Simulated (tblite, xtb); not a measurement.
H₂Al (SMILES [AlH2+]), charge +1, singlet, at a GFN2-xTB geometry (such geometries of metal compounds can be far from the true shape). Base run: GFN1-xTB in xtb.

Geometry (Å):
```xyz
3

Al     0.0000     0.0000     0.0000
H      0.0000     0.0000    -1.5246
H      0.0000     0.0000     1.5246
```
Charge +1, spin multiplicity 1.
All else is at xtb's defaults.
Base energy -1.83136 Eh.

Programs used: tblite, xtb; a row that names a program was run with it.

Each row names what was changed in the base input (with any setting that the change needs).

```json
[
 {"change": "base", "ΔE vs base (mEh)": "0.000", "HOMO-LUMO gap (eV)": "5.14", "G_solv (kcal/mol)": "-", "SCF cycles": "6"},
 {"change": "program = tblite; method = gfn1; option = --spin-polarized", "ΔE vs base (mEh)": "0.000", "HOMO-LUMO gap (eV)": "-", "G_solv (kcal/mol)": "-", "SCF cycles": "-"},
 {"change": "gbsa = thf", "ΔE vs base (mEh)": "…", "HOMO-LUMO gap (eV)": "5.12", "G_solv (kcal/mol)": "…", "SCF cycles": "6"},
 {"change": "acc = 1000", "ΔE vs base (mEh)": "0.000", "HOMO-LUMO gap (eV)": "5.14", "G_solv (kcal/mol)": "-", "SCF cycles": "4"},
 {"change": "program = tblite; method = gfn1; option = --grad", "ΔE vs base (mEh)": "0.000", "HOMO-LUMO gap (eV)": "-", "G_solv (kcal/mol)": "-", "SCF cycles": "-"},
 {"change": "acc = 0.0001", "ΔE vs base (mEh)": "0.000", "HOMO-LUMO gap (eV)": "5.14", "G_solv (kcal/mol)": "-", "SCF cycles": "8"},
 {"change": "program = tblite; method = gfn1; option = (--etemp, 2000)", "ΔE vs base (mEh)": "0.000", "HOMO-LUMO gap (eV)": "-", "G_solv (kcal/mol)": "-", "SCF cycles": "-"},
 {"change": "alpb = chcl3", "ΔE vs base (mEh)": "-83.253", "HOMO-LUMO gap (eV)": "5.09", "G_solv (kcal/mol)": "-52.49", "SCF cycles": "6"},
 {"change": "gbsa = methanol", "ΔE vs base (mEh)": "…", "HOMO-LUMO gap (eV)": "5.12", "G_solv (kcal/mol)": "…", "SCF cycles": "6"},
 {"change": "alpb = hexane", "ΔE vs base (mEh)": "…", "HOMO-LUMO gap (eV)": "…", "G_solv (kcal/mol)": "…", "SCF cycles": "6"},
 {"change": "file = coord", "ΔE vs base (mEh)": "0.000", "HOMO-LUMO gap (eV)": "5.14", "G_solv (kcal/mol)": "-", "SCF cycles": "6"}
]
```

Problem. Some entries are withheld; supply them.

Solution. 
- gbsa = thf, ΔE vs base (mEh): -81.799
- gbsa = thf, G_solv (kcal/mol): -51.36
- gbsa = methanol, ΔE vs base (mEh): -88.105
- gbsa = methanol, G_solv (kcal/mol): -55.31
- alpb = hexane, ΔE vs base (mEh): -49.081
- alpb = hexane, HOMO-LUMO gap (eV): 5.13
- alpb = hexane, G_solv (kcal/mol): -30.80

ALPB and GBSA are two models with their own fitted parameters for each solvent, which aren't always the measured dielectric constant.
